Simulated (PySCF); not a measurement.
SMILES Cl[Si](Cl)([SiH2]C(C)(C)C)Cl (GFN2-xTB optimised geometry):

```
20

C      0.664    -1.000    -2.714
C      0.935     0.138    -1.727
C      0.313     1.427    -2.269
C      2.448     0.331    -1.602
Si     0.203    -0.281     0.000
Si    -2.125    -0.281     0.000
Cl    -3.004    -1.257    -1.556
Cl    -2.818    -1.186     1.686
Cl    -2.922     1.592     0.000
H      1.087    -0.760    -3.689
H     -0.403    -1.166    -2.842
H      1.117    -1.927    -2.370
H      0.762     1.689    -3.226
H     -0.758     1.311    -2.421
H      0.474     2.257    -1.583
H      2.884     0.553    -2.575
H      2.922    -0.567    -1.215
H      2.680     1.154    -0.930
H      0.678     0.717     0.971
H      0.710    -1.592     0.431
```

Computed with PBE/def2-SVP run with PySCF 2.14.0.

Q: What are the frontier orbital energies and the dipole moment?

A: HOMO-2 -7.50 eV, HOMO-1 -7.41 eV, HOMO -6.80 eV, LUMO -1.24 eV, LUMO+1 -1.03 eV; dipole moment 2.18 D.

Meta-Löwdin charges at PBE/def2-SVP: C1 -0.31, C2 -0.11, C3 -0.30, C4 -0.30, Si5 0.32, Si6 0.65, Cl7 -0.23, Cl8 -0.24, Cl9 -0.23, H10 0.10, H11 0.10, H12 0.10, H13 0.10, H14 0.10, H15 0.10, H16 0.10, H17 0.10, H18 0.10, H19 -0.07, H20 -0.07.
